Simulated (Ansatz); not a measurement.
Molecule: C4H5NOS (charge 0, singlet). 
Geometry from a B3LYP-D3(BJ)/def2-TZVP (Ansatz, a program for electronic structure) optimisation:
```xyz
12

C      2.7162    -0.5555     0.4474
O      1.8589     0.2382    -0.3760
C      0.5357     0.1231    -0.1684
C     -0.3923     0.8282    -0.8897
S     -1.9637     0.4145    -0.3376
C     -1.2655    -0.6610     0.8062
N      0.0364    -0.7146     0.7860
H      2.5150    -1.6186     0.3099
H      3.7266    -0.3183     0.1241
H      2.5875    -0.3048     1.5009
H     -0.2218     1.5362    -1.6810
H     -1.8784    -1.2391     1.4812
```
Charge 0, spin multiplicity 1.

Total electronic energies in hartree. Cores are frozen in the correlated levels unless marked. No spin-orbit coupling. Non-relativistic unless marked X2C. Basis-set limits of correlation are two-point, X^-3; Hartree-Fock from the larger set.

The Hartree-Fock reference is unstable (checked in the largest basis), which strains HF and MP2. 

```csv
level,program,energy (Eh)
CAM-B3LYP-D3(BJ)/def2-TZVPD,Ansatz + dftd3,-683.58768
LC-wPBE/def2-TZVPD,Ansatz,-683.39523
RPA@PBE/cc-pV(T+d)Z,Ansatz,-683.20506
MP2/6-31G,Ansatz,-681.62712
MP2/6-31G*,Ansatz,-682.14662
MP2/cc-pV(Q+d)Z,Ansatz,-682.67665
CCSD(T)/6-31G,Ansatz,-681.68675
X2C-CCSD(T)/cc-pVTZ-DK,Ansatz,-683.87218
"CCSD(T)/CBS(cc-pV(T+d)Z,cc-pV(Q+d)Z)",Ansatz,-682.8179
```

Totals of different functionals don't rank their quality; only differences between species are comparable.
